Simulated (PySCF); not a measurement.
PySCF input file for C2H8O2Si2, SMILES C1[Si@H](O)OC[SiH2]1, PBE0-D3(BJ)/def2-SVP. The structure is a stationary point at PBE0-D3(BJ)/def2-SVP. The structure was generated by enumeration; whether it is a known compound was not checked. Other conformers were not sampled.

```python
import numpy as np
from pyscf import gto, scf, dft, df
from pyscf.hessian import thermo

mol = gto.M(
    atom='''
    O     2.35731665    0.32922745    0.38699363
    Si    1.02823017    0.22353992   -0.59650302
    C     0.05052481   -1.37688802   -0.43399437
    Si   -1.45028156   -0.84835405    0.57402142
    C    -1.44829736    1.01292722    0.11640652
    O    -0.10583898    1.37682646   -0.15829625
    H     2.19399056    0.40753273    1.33147230
    H     1.55586789    0.47750335   -1.95911878
    H     0.63909149   -2.18767602    0.02038783
    H    -0.26883548   -1.71242737   -1.43556924
    H    -2.72877473   -1.54276708    0.23128458
    H    -1.18391876   -1.01682251    2.03772711
    H    -1.83511024    1.64994488    0.92925145
    H    -2.08877715    1.20744322   -0.76474487
    ''',
    basis='def2-SVP',
    charge=0,
    spin=0,
    max_memory=1600,
    verbose=3,
)
mf = dft.RKS(mol, xc='pbe0').density_fit(auxbasis='def2-universal-jkfit')
mf.disp = 'd3bj'
mf.grids.level = 3
mf.conv_tol = 1e-11
mf.max_cycle = 100
mf.kernel()

# analytic Hessian; the response equations are solved on a coarser grid
h, args, fine = mf.Hessian(), (mf.mo_energy, mf.mo_coeff, mf.mo_occ), mf.grids
h.max_memory = max(150, 2.5e-5 * df.make_auxmol(mol, mf.with_df.auxbasis).nao * mol.nelec[0] * (mol.nelec[0] + mol.nao))  # MB; small integral blocks
h1ao = h.make_h1(mf.mo_coeff, mf.mo_occ)
mf.grids = dft.Grids(mol).set(level=1).build(with_non0tab=True)
mo1, mo_e1 = h.solve_mo1(*args, h1ao)
mf.grids = fine
hess = h.hess_elec(*args, mo1, mo_e1, h1ao) + h.hess_nuc()
if mf.do_disp():
    hess += h.get_dispersion()
for i in range(mol.natm):  # the analytic DFT Hessian lacks the response of the grid: restore translational invariance
    hess[i, i] -= hess[i].sum(axis=0)
hess = (hess + hess.transpose(1, 0, 3, 2)) / 2
vib = thermo.harmonic_analysis(mol, hess, imaginary_freq=False)
thermo.dump_normal_mode(mol, vib)
th = thermo.thermo(mf, vib['freq_au'][vib['freq_au'] > 0], 298.15, 101325)
thermo.dump_thermo(mol, th)
g0 = mf.nuc_grad_method().set(verbose=0).kernel()

# dipole derivatives [dipole axis, atom, xyz] from the same response
r, irp = mol.intor('int1e_r'), mol.intor('int1e_irp').reshape(3, 3, mol.nao, mol.nao)
sl, dm0, ok = mol.aoslice_by_atom(), np.array(mf.make_rdm1()), []
dmu = np.einsum('a,xt->xat', mol.atom_charges(), np.eye(3))
for a, (_, _, p0, p1) in enumerate(sl):
    dmu[:, a] += 2 * np.einsum('xtij,ij->xt', irp[:, :, :, p0:p1], dm0.reshape(-1, mol.nao, mol.nao).sum(0)[:, p0:p1])
    for u, c, occ, f in [(mo1, mf.mo_coeff, mf.mo_occ, 4)]:
        dmu[:, a] -= f * np.einsum('tui,xuv,vi->xt', u[a], r, c[:, occ > 0], optimize=True)
L = vib['norm_mode']
ir = 974.8801 * (np.einsum('xat,kat->kx', dmu, L) ** 2).sum(1)       # km/mol
apt = np.einsum('xax->a', dmu) / 3
print('mode   freq/cm-1   IR/(km/mol)')
for k, w in enumerate(vib['freq_wavenumber']):
    print(f'{k + 1:4d} {w:11.2f} {ir[k]:13.3f}')
print('max |gradient| / (hartree/bohr):', abs(g0).max())
print('APT charges:', apt.round(4))
```

Output:

```
converged SCF energy = -809.700193089056

WARN: DFTD3 does not support analytical Hessian, using finite difference


WARN: Mole.unit (angstrom) is changed to Bohr

Mode                                 0                   1                   2
Irrep
Freq [cm^-1]                       45.6217            116.5437            170.2183
Reduced mass [au]                   3.6593              2.1070              1.3232
Force const [Dyne/A]                0.0045              0.0169              0.0226
Char temp [K]                      65.6395            167.6805            244.9063
Normal mode                   x     y     z       x     y     z       x     y     z
       0   O                -0.07 -0.04  0.10    0.00 -0.05 -0.01    0.04 -0.03 -0.03
       1  Si                 0.01  0.01 -0.01   -0.01  0.02  0.01    0.00  0.04  0.02
       2   C                -0.02  0.02 -0.08   -0.02  0.02 -0.05    0.03  0.02  0.06
       3  Si                 0.06  0.00  0.04    0.04  0.02  0.03   -0.01 -0.00 -0.00
       4   C                 0.01  0.00  0.03   -0.04 -0.03 -0.13   -0.03 -0.00  0.00
       5   O                -0.03  0.01 -0.12   -0.00 -0.00  0.10   -0.04  0.01 -0.05
       6   H                -0.14 -0.12  0.10    0.02 -0.16  0.00    0.14 -0.82  0.05
       7   H                 0.12  0.03  0.04   -0.03  0.08  0.01    0.02  0.09  0.04
       8   H                -0.03 -0.04 -0.19   -0.01 -0.02 -0.12    0.05  0.04  0.09
       9   H                -0.11  0.12 -0.09   -0.08  0.08 -0.05    0.07 -0.03  0.06
      10   H                 0.03 -0.01  0.16    0.04 -0.08  0.22    0.01 -0.03 -0.06
      11   H                 0.19  0.01  0.02    0.19  0.19  0.02   -0.07 -0.01  0.01
      12   H                 0.08  0.00  0.06   -0.23  0.03 -0.27   -0.00 -0.01  0.02
      13   H                -0.08 -0.01  0.09    0.11 -0.16 -0.28   -0.06 -0.00  0.02
Mode                                 3                   4                   5
Irrep
Freq [cm^-1]                      247.6932            312.2117            357.6087
Reduced mass [au]                   2.8144              2.8589              2.4961
Force const [Dyne/A]                0.1017              0.1642              0.1881
Char temp [K]                     356.3754            449.2031            514.5193
Normal mode                   x     y     z       x     y     z       x     y     z
       0   O                 0.07  0.13 -0.02   -0.08  0.11  0.02   -0.05  0.02  0.02
       1  Si                 0.04 -0.03  0.04   -0.01 -0.05 -0.04    0.02  0.03 -0.07
       2   C                -0.08  0.01 -0.06    0.01 -0.06 -0.01   -0.01  0.04  0.02
       3  Si                -0.04 -0.01  0.02    0.03  0.04 -0.03   -0.04 -0.04  0.06
       4   C                 0.00 -0.01 -0.00    0.02  0.03  0.02    0.08 -0.04 -0.02
       5   O                 0.00 -0.05 -0.03    0.04 -0.04  0.07    0.06  0.02  0.02
       6   H                 0.14 -0.14  0.02   -0.18 -0.42  0.05   -0.18 -0.15  0.02
       7   H                 0.05 -0.08  0.04   -0.01 -0.02 -0.03    0.06  0.02 -0.05
       8   H                -0.18 -0.18 -0.27   -0.01 -0.00  0.10    0.04  0.02 -0.08
       9   H                -0.15  0.28 -0.13    0.05 -0.17  0.01   -0.13  0.05  0.05
      10   H                -0.06  0.02  0.05    0.01  0.01  0.08   -0.03  0.07 -0.22
      11   H                 0.01 -0.03  0.00    0.13  0.09 -0.04   -0.28 -0.22  0.08
      12   H                 0.02  0.01 -0.02    0.05 -0.01  0.06   -0.02  0.06 -0.15
      13   H                -0.00 -0.03 -0.00    0.03  0.11  0.03    0.12 -0.19 -0.09
Mode                                 6                   7                   8
Irrep
Freq [cm^-1]                      427.7955            501.5248            553.3339
Reduced mass [au]                   5.5282              1.6472              1.3003
Force const [Dyne/A]                0.5961              0.2441              0.2346
Char temp [K]                     615.5025            721.5825            796.1242
Normal mode                   x     y     z       x     y     z       x     y     z
       0   O                -0.03  0.02 -0.03   -0.02 -0.01 -0.01    0.02  0.01  0.01
       1  Si                -0.08 -0.02  0.06   -0.02 -0.04  0.01    0.01 -0.00  0.01
       2   C                -0.02 -0.06  0.00    0.05  0.01  0.03   -0.02 -0.03 -0.06
       3  Si                 0.04 -0.03 -0.01    0.07  0.06 -0.00    0.02  0.05  0.01
       4   C                 0.08  0.00 -0.02   -0.04  0.01  0.01   -0.01 -0.04  0.05
       5   O                 0.05  0.13 -0.03   -0.04 -0.05  0.02   -0.04 -0.03 -0.01
       6   H                 0.10 -0.08 -0.00   -0.00 -0.00 -0.01    0.07  0.02  0.01
       7   H                -0.12 -0.15  0.02   -0.07  0.00 -0.01    0.03  0.10  0.04
       8   H                 0.00 -0.09 -0.07    0.01 -0.15 -0.23   -0.04  0.10  0.20
       9   H                 0.00  0.06 -0.04   -0.21  0.25  0.03    0.16 -0.24 -0.04
[...]
       6   H                 0.00 -0.00  0.00    0.00 -0.00 -0.00    0.00 -0.01  0.00
       7   H                 0.00 -0.02 -0.00   -0.01  0.02 -0.01    0.01 -0.00 -0.00
       8   H                -0.01  0.00  0.01    0.02  0.02  0.01    0.10  0.34  0.57
       9   H                 0.01 -0.00 -0.00   -0.01  0.02 -0.00   -0.33  0.58 -0.13
      10   H                 0.01  0.00 -0.03    0.01  0.01  0.01   -0.01 -0.00 -0.00
      11   H                 0.02 -0.04 -0.00   -0.01 -0.03 -0.01    0.00  0.01  0.00
      12   H                -0.58 -0.33  0.08    0.25  0.45 -0.29   -0.02 -0.01  0.00
      13   H                 0.54  0.30 -0.25    0.30  0.54 -0.05   -0.02 -0.01  0.01
Mode                                27                  28                  29
Irrep
Freq [cm^-1]                     1464.5020           2215.7263           2229.1343
Reduced mass [au]                   1.0711              1.0373              1.0444
Force const [Dyne/A]                1.3535              3.0004              3.0577
Char temp [K]                    2107.0924           3187.9368           3207.2280
Normal mode                   x     y     z       x     y     z       x     y     z
       0   O                -0.00  0.00 -0.00   -0.00 -0.00 -0.00   -0.00 -0.00  0.00
       1  Si                 0.00 -0.00 -0.00    0.00  0.00  0.00   -0.00 -0.00  0.00
       2   C                 0.00 -0.00  0.00    0.00 -0.00  0.00   -0.00 -0.00 -0.00
       3  Si                -0.00  0.00 -0.00    0.00 -0.01  0.03   -0.03 -0.02 -0.01
       4   C                -0.06  0.02  0.00    0.00  0.00  0.00   -0.00  0.00 -0.00
       5   O                -0.02  0.01  0.00   -0.00 -0.00 -0.00   -0.00 -0.00  0.00
       6   H                 0.00 -0.00  0.00   -0.00 -0.00 -0.00    0.00  0.00  0.00
       7   H                -0.00  0.01 -0.01    0.00  0.00 -0.01    0.01  0.00 -0.03
       8   H                 0.01  0.01  0.01    0.00 -0.00  0.00   -0.00 -0.00  0.00
       9   H                -0.01  0.01 -0.00   -0.00  0.00  0.00   -0.00  0.00 -0.00
      10   H                -0.01  0.01 -0.00    0.13  0.07  0.05    0.83  0.45  0.22
      11   H                 0.00 -0.01 -0.00   -0.17  0.11 -0.95    0.02 -0.02  0.14
      12   H                 0.56 -0.10  0.36   -0.00 -0.00  0.00   -0.00 -0.00  0.00
      13   H                 0.46 -0.30 -0.41    0.00 -0.01  0.00   -0.00 -0.00 -0.01
Mode                                30                  31                  32
Irrep
Freq [cm^-1]                     2287.6824           3033.9225           3086.3870
Reduced mass [au]                   1.0418              1.0642              1.0633
Force const [Dyne/A]                3.2124              5.7712              5.9675
Char temp [K]                    3291.4656           4365.1390           4440.6237
Normal mode                   x     y     z       x     y     z       x     y     z
       0   O                 0.00  0.00  0.00    0.00 -0.00 -0.00   -0.00  0.00  0.00
       1  Si                -0.01 -0.01  0.03   -0.00  0.00  0.00    0.00  0.00 -0.00
       2   C                -0.00  0.00  0.00   -0.00 -0.00 -0.00    0.00 -0.05 -0.05
       3  Si                 0.00  0.00 -0.00    0.00  0.00  0.00   -0.00  0.00  0.00
       4   C                 0.00  0.00  0.00    0.05 -0.03  0.04   -0.00  0.00  0.00
       5   O                -0.00 -0.00 -0.00    0.00 -0.00 -0.00    0.00 -0.00  0.00
       6   H                 0.00 -0.00  0.00   -0.00  0.00  0.00    0.00  0.00 -0.00
       7   H                 0.35  0.17 -0.90    0.00 -0.00 -0.00   -0.00 -0.00  0.00
       8   H                -0.00 -0.00 -0.00   -0.00  0.00 -0.00   -0.26  0.35 -0.22
       9   H                 0.00 -0.00  0.01    0.00  0.00  0.00    0.25  0.25  0.76
      10   H                -0.03 -0.01 -0.01   -0.00 -0.00 -0.00    0.00  0.00  0.00
      11   H                 0.00 -0.00  0.01   -0.00  0.00 -0.00    0.00  0.00  0.00
      12   H                -0.00 -0.00 -0.00   -0.12  0.22  0.31    0.00 -0.01 -0.01
      13   H                -0.00 -0.00  0.00   -0.49  0.15 -0.72   -0.00  0.00 -0.00
Mode                                33                  34                  35
Irrep
Freq [cm^-1]                     3104.5704           3165.4577           3932.2010
Reduced mass [au]                   1.1005              1.1013              1.0667
Force const [Dyne/A]                6.2496              6.5016              9.7180
Char temp [K]                    4466.7856           4554.3888           5657.5618
Normal mode                   x     y     z       x     y     z       x     y     z
       0   O                -0.00  0.00 -0.00   -0.00  0.00 -0.00    0.01 -0.01 -0.06
       1  Si                 0.00 -0.00  0.00    0.00  0.00  0.00    0.00  0.00 -0.00
       2   C                 0.00  0.00  0.00    0.05 -0.04  0.06    0.00  0.00  0.00
       3  Si                 0.00 -0.00  0.00   -0.00 -0.00  0.00   -0.00  0.00  0.00
       4   C                -0.01  0.04  0.08   -0.00  0.00  0.00   -0.00 -0.00  0.00
       5   O                -0.00 -0.00 -0.00    0.00  0.00  0.00    0.00 -0.00  0.00
       6   H                 0.00 -0.00 -0.00   -0.00 -0.00  0.00   -0.14  0.08  0.95
       7   H                -0.00  0.00 -0.00   -0.00 -0.00 -0.00   -0.00 -0.00  0.00
       8   H                 0.00 -0.00  0.00   -0.44  0.61 -0.34   -0.00 -0.00  0.00
       9   H                -0.00 -0.00 -0.01   -0.13 -0.15 -0.42    0.00  0.00  0.00
      10   H                -0.00  0.00 -0.00   -0.00 -0.00 -0.00    0.00  0.00 -0.00
      11   H                -0.00  0.00 -0.00   -0.00  0.00 -0.00    0.00  0.00 -0.00
      12   H                 0.29 -0.51 -0.64    0.00  0.00 -0.00    0.00 -0.00 -0.00
      13   H                -0.21  0.08 -0.30   -0.00  0.00 -0.00    0.00  0.00  0.00
temperature 298.1500 [K]
pressure 101325.00 [Pa]
Rotational constants [GHz] 3.92057 1.84687 1.49850
Symmetry number 1
Zero-point energy (ZPE) 0.09973 [Eh]   261852.361 [J/mol]
                           tot       elec      trans        rot        vib
Entropy [J/mol/K]       368.229      0.000    168.480    116.251     83.498
Cv [J/mol/K]            126.332      0.000     12.472     12.472    101.389
Cp [J/mol/K]            134.647      0.000     20.786     12.472    101.389
Internal energy [J/mol]                      3718.434   3718.434 275655.410
Internal energy [Eh]   -809.59237  -809.70019
Enthalpy [J/mol]                             6197.391   3718.434 275655.410
Enthalpy [Eh]          -809.59142
Gibbs free energy [J/mol]                  -44035.012 -30941.662 250760.466
Gibbs free energy [Eh] -809.63324
mode   freq/cm-1   IR/(km/mol)
   1       45.62         1.263
   2      116.54         4.312
   3      170.22        60.564
   4      247.69        15.850
   5      312.21        50.154
   6      357.61         9.719
   7      427.80        25.948
   8      501.52         9.025
   9      553.33        12.217
  10      647.87         8.596
  11      664.71         9.529
  12      704.54         7.084
  13      711.20        47.726
  14      745.54        35.659
  15      766.25        52.671
  16      804.25        66.948
  17      837.52        41.021
  18      879.10       165.803
  19      898.86       292.711
  20      917.10        68.583
  21      948.88        74.746
  22      978.75        79.103
  23     1009.34       175.559
  24     1129.98       178.861
  25     1234.54         7.457
  26     1279.13         4.467
  27     1368.59        17.160
  28     1464.50         2.723
  29     2215.73       116.132
  30     2229.13       131.760
  31     2287.68       148.411
  32     3033.92        40.079
  33     3086.39         0.250
  34     3104.57        15.087
  35     3165.46         0.326
  36     3932.20        88.436
max |gradient| / (hartree/bohr): 7.715970891260836e-05
APT charges: [-0.8731  1.7375 -0.6965  1.0396  0.2185 -0.9567  0.3142 -0.2876  0.0573
  0.0492 -0.2658 -0.2634 -0.0255 -0.0479]
```

The calculation finished and met its thresholds.

Cost: about 9 core-minutes (a rough figure).
